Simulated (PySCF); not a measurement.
Bi(Br)3, BiBr3, SMILES [Br][Bi]([Br])[Br] (CAM-B3LYP/def2-SVP optimised geometry):

```
4

Bi    -1.085    -1.285     0.000
Br     1.523    -1.285     0.000
Br    -1.524    -1.804    -2.518
Br    -1.523     1.285     0.000
```

Level of theory: CAM-B3LYP/def2-TZVP, def2 effective core potentials past Kr run with PySCF.

What are the frontier orbital energies and the dipole moment?

HOMO-2 -9.79 eV, HOMO-1 -9.71 eV, HOMO -9.47 eV, LUMO -1.92 eV, LUMO+1 -1.40 eV; dipole moment 3.57 D.

On the same geometry PBE/def2-TZVP, def2 effective core potentials past Kr (PySCF) gives HOMO-2 -7.26 eV, HOMO-1 -7.19 eV, HOMO -7.14 eV, LUMO -3.44 eV, LUMO+1 -2.93 eV; dipole moment 3.20 D.
